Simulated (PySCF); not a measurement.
AlF2I (SMILES [F][Al]([F])[I]), singlet, at a GFN2-xTB geometry (such geometries of metal compounds can be far from the true shape) (all electrons, no relativity); CASSCF(6,7)/STO-3G (PySCF).

PySCF was given this input:
```python
from pyscf import gto, scf, mcscf
import numpy

mol = gto.M(
    atom='''
Al   -1.040930    0.608828   -0.670889
F    -2.493726   -0.122361   -0.870635
F    -0.901223    2.108030   -1.317442
I     0.831823   -0.486524    0.536118
''',
    basis='sto-3g',
    charge=0,
    spin=0,
    verbose=4,
)

mf = scf.RHF(mol)
mf.kernel()
mc = mcscf.CASSCF(mf, 7, 6)
mc.fix_spin_(ss=0.0)
mc.kernel()
occ = numpy.linalg.eigvalsh(mc.fcisolver.make_rdm1(mc.ci, mc.ncas, mc.nelecas))[::-1]
ss = mc.fcisolver.spin_square(mc.ci, mc.ncas, mc.nelecas)[0]
print('natural occupations', occ.round(4), ' <S^2>', round(ss, 4))
```

Q: Write the output that PySCF gives for this input, abridged.

A: 
```
PySCF version 2.14.0

[INPUT] verbose = 4
[INPUT] num. atoms = 4
[INPUT] num. electrons = 84
[INPUT] charge = 0
[INPUT] spin (= nelec alpha-beta = 2S) = 0
[INPUT] symmetry False subgroup None
[INPUT] Mole.unit = angstrom
[INPUT] Symbol           X                Y                Z      unit          X                Y                Z       unit  Magmom
[...]
nuclear repulsion = 376.965242743539
number of shells = 22
number of NR pGTOs = 138
number of NR cGTOs = 46
basis = sto-3g
ecp = {}

******** <class 'pyscf.scf.hf.RHF'> ********
method = RHF
initial guess = minao
damping factor = 0
level_shift factor = 0
DIIS = <class 'pyscf.scf.diis.CDIIS'>
diis_start_cycle = 1
diis_space = 8
diis_damp = 0
SCF conv_tol = 1e-09
SCF conv_tol_grad = None
SCF max_cycles = 50
direct_scf = True
direct_scf_tol = 1e-13
Set gradient conv threshold to 3.16228e-05
Initial guess from minao.
init E= -7263.43210728094
[...]
cycle= 1 E= -7285.8202313983  delta_E= -22.4  |g|= 0.502  |ddm|= 2.46
[...]
cycle= 2 E= -7285.93716959748  delta_E= -0.117  |g|= 0.12  |ddm|= 1.12
[...]
cycle= 3 E= -7285.94220911703  delta_E= -0.00504  |g|= 0.0181  |ddm|= 0.182
[...]
cycle= 4 E= -7285.94243764062  delta_E= -0.000229  |g|= 0.00383  |ddm|= 0.0462
[...]
cycle= 5 E= -7285.94245163698  delta_E= -1.4e-05  |g|= 0.000839  |ddm|= 0.012
[...]
cycle= 6 E= -7285.94245234209  delta_E= -7.05e-07  |g|= 0.000137  |ddm|= 0.00292
[...]
cycle= 7 E= -7285.94245236134  delta_E= -1.92e-08  |g|= 1.74e-05  |ddm|= 0.000504
[...]
cycle= 8 E= -7285.94245236169  delta_E= -3.45e-10  |g|= 2.64e-06  |ddm|= 6.92e-05
[...]
Extra cycle  E= -7285.94245236169  delta_E= -1.82e-12  |g|= 1.21e-06  |ddm|= 6.89e-06
converged SCF energy = -7285.94245236169

******** <class 'pyscf.mcscf.mc1step.CASSCF'> ********
CAS (3e+3e, 7o), ncore = 39, nvir = 0
max_cycle_macro = 50
max_cycle_micro = 4
conv_tol = 1e-07
conv_tol_grad = None
orbital rotation max_stepsize = 0.02
orbital rotation threshold for CI restart = 0.01
augmented hessian ah_max_cycle = 30
augmented hessian ah_conv_tol = 1e-12
augmented hessian ah_linear dependence = 1e-14
augmented hessian ah_level shift = 1e-08
augmented hessian ah_start_tol = 2.5
augmented hessian ah_start_cycle = 3
augmented hessian ah_grad_trust_region = 3
kf_trust_region = 3
kf_interval = 4
ci_response_space = 4
ci_grad_trust_region = 3
with_dep4 0
natorb = False
canonicalization = True
sorting_mo_energy = False
ao2mo_level = 2
internal_rotation = False
******** <class 'pyscf.fci.addons.SpinPenaltyFCISolver'> ********
max. cycles = 50
conv_tol = 1e-08
davidson only = True
linear dependence = 1e-12
level shift = 0.001
max iter space = 12
nroots = 1
pspace_size = 400
spin = None
CASCI E = -7285.94941258909  S^2 = 0.0000000
Set conv_tol_grad to 0.000316228
macro iter   1 ( 17 JK    4 micro), CASSCF E = -7285.95162724920  dE = -2.21466011e-03  S^2 = 0.0000000
               |grad[o]|= 0.01  |grad[c]|=0.0298  |ddm|=0.00597  |maxRot[o]|=0.205
macro iter   2 ( 17 JK    4 micro), CASSCF E = -7285.95206162701  dE = -4.34377813e-04  S^2 = 0.0000000
               |grad[o]|=0.00726  |grad[c]|=0.00537  |ddm|=0.0081  |maxRot[o]|=0.111
macro iter   3 ( 17 JK    4 micro), CASSCF E = -7285.95220896436  dE = -1.47337349e-04  S^2 = 0.0000000
               |grad[o]|=0.00526  |grad[c]|=0.0118  |ddm|=0.0099  |maxRot[o]|=0.112
macro iter   4 ( 17 JK    4 micro), CASSCF E = -7285.95222079898  dE = -1.18346170e-05  S^2 = 0.0000000
               |grad[o]|=0.00396  |grad[c]|=0.0292  |ddm|=0.0126  |maxRot[o]|=0.121
macro iter   5 ( 17 JK    4 micro), CASSCF E = -7285.95216397551  dE =  5.68234673e-05  S^2 = 0.0000000
               |grad[o]|=0.00347  |grad[c]|=0.0642  |ddm|=0.0172  |maxRot[o]|=0.137
macro iter   6 ( 21 JK    4 micro), CASSCF E = -7285.95226103685  dE = -9.70613364e-05  S^2 = 0.0000000
               |grad[o]|=0.00401  |grad[c]|=0.0035  |ddm|=0.00151  |maxRot[o]|=0.0554
macro iter   7 ( 17 JK    4 micro), CASSCF E = -7285.95233879722  dE = -7.77603691e-05  S^2 = 0.0000000
[...]
               |grad[o]|=0.00474  |grad[c]|=0.0124  |ddm|=0.00567  |maxRot[o]|=0.0839
macro iter  33 ( 21 JK    4 micro), CASSCF E = -7285.98367259417  dE = -7.74482851e-06  S^2 = 0.0000000
               |grad[o]|=0.00411  |grad[c]|=0.00919  |ddm|=0.00307  |maxRot[o]|=0.0628
macro iter  34 ( 21 JK    4 micro), CASSCF E = -7285.98374303210  dE = -7.04379318e-05  S^2 = 0.0000000
               |grad[o]|=0.00388  |grad[c]|=0.00856  |ddm|=0.00354  |maxRot[o]|=0.0442
macro iter  35 ( 19 JK    4 micro), CASSCF E = -7285.98398071995  dE = -2.37687848e-04  S^2 = 0.0000000
               |grad[o]|=0.00333  |grad[c]|=0.00959  |ddm|=0.00396  |maxRot[o]|=0.0465
macro iter  36 ( 21 JK    4 micro), CASSCF E = -7285.98397851255  dE =  2.20739093e-06  S^2 = 0.0000000
               |grad[o]|=0.0019  |grad[c]|=0.00936  |ddm|=0.0109  |maxRot[o]|=0.0696
macro iter  37 ( 21 JK    4 micro), CASSCF E = -7285.98426023936  dE = -2.81726803e-04  S^2 = 0.0000000
               |grad[o]|=0.00265  |grad[c]|=0.00691  |ddm|=0.00703  |maxRot[o]|=0.0927
macro iter  38 ( 21 JK    4 micro), CASSCF E = -7285.98418506382  dE =  7.51755324e-05  S^2 = 0.0000000
               |grad[o]|=0.0013  |grad[c]|=0.0048  |ddm|=0.00313  |maxRot[o]|=0.0714
macro iter  39 ( 21 JK    4 micro), CASSCF E = -7285.98438963359  dE = -2.04569760e-04  S^2 = 0.0000000
               |grad[o]|=0.00207  |grad[c]|=0.00244  |ddm|=0.00261  |maxRot[o]|=0.0526
macro iter  40 ( 20 JK    4 micro), CASSCF E = -7285.98439764170  dE = -8.00811176e-06  S^2 = 0.0000000
               |grad[o]|=0.000891  |grad[c]|=0.00353  |ddm|=0.00249  |maxRot[o]|=0.0218
macro iter  41 ( 19 JK    4 micro), CASSCF E = -7285.98438176847  dE =  1.58732300e-05  S^2 = 0.0000000
               |grad[o]|=0.000761  |grad[c]|=0.00524  |ddm|=0.00155  |maxRot[o]|=0.0378
macro iter  42 ( 21 JK    4 micro), CASSCF E = -7285.98445263645  dE = -7.08679809e-05  S^2 = 0.0000000
               |grad[o]|=0.00107  |grad[c]|=0.00274  |ddm|=0.00228  |maxRot[o]|=0.0533
macro iter  43 ( 19 JK    4 micro), CASSCF E = -7285.98441797751  dE =  3.46589377e-05  S^2 = 0.0000000
               |grad[o]|=0.000654  |grad[c]|=0.00335  |ddm|=0.00206  |maxRot[o]|=0.0443
macro iter  44 ( 25 JK    4 micro), CASSCF E = -7285.98449484337  dE = -7.68658556e-05  S^2 = 0.0000000
               |grad[o]|=0.00117  |grad[c]|=0.00227  |ddm|=0.00179  |maxRot[o]|=0.0524
macro iter  45 ( 11 JK    2 micro), CASSCF E = -7285.98450572756  dE = -1.08841896e-05  S^2 = 0.0000000
               |grad[o]|=0.000449  |grad[c]|=0.000543  |ddm|=0.000452  |maxRot[o]|=0.0157
macro iter  46 (  4 JK    1 micro), CASSCF E = -7285.98450776124  dE = -2.03368563e-06  S^2 = 0.0000000
               |grad[o]|=0.000142  |grad[c]|=0.00097  |ddm|=0.000174  |maxRot[o]|=0.00928
macro iter  47 (  5 JK    1 micro), CASSCF E = -7285.98450869164  dE = -9.30402166e-07  S^2 = 0.0000000
               |grad[o]|=0.000103  |grad[c]|=0.00067  |ddm|=0.000113  |maxRot[o]|=0.00641
macro iter  48 (  4 JK    1 micro), CASSCF E = -7285.98450913843  dE = -4.46783815e-07  S^2 = 0.0000000
               |grad[o]|=6.69e-05  |grad[c]|=0.000466  |ddm|=7.04e-05  |maxRot[o]|=0.00444
macro iter  49 (  3 JK    1 micro), CASSCF E = -7285.98450935305  dE = -2.14626198e-07  S^2 = 0.0000000
               |grad[o]|=4.79e-05  |grad[c]|=0.000323  |ddm|=4.86e-05  |maxRot[o]|=0.00307
macro iter  50 (  3 JK    1 micro), CASSCF E = -7285.98450945523  dE = -1.02172635e-07  S^2 = 0.0000000
               |grad[o]|=3.37e-05  |grad[c]|=0.000223  |ddm|=3.16e-05  |maxRot[o]|=0.00212
1-step CASSCF not converged,  50 macro (772 JK 164 micro) steps
CASSCF canonicalization
Density matrix diagonal elements [1.97787663 1.98528894 1.96871168 0.02313893 0.01481451 0.01273157
 0.01743774]
CASSCF energy = -7285.98450945523
CASCI E = -7285.98450945523  E(CI) = -10.3220820993065  S^2 = 0.0000000
natural occupations [1.9871e+00 1.9789e+00 1.9685e+00 3.5600e-02 1.6700e-02 1.3000e-02
 3.0000e-04]  <S^2> 0.0
```

The run did not converge; its last values are not results.
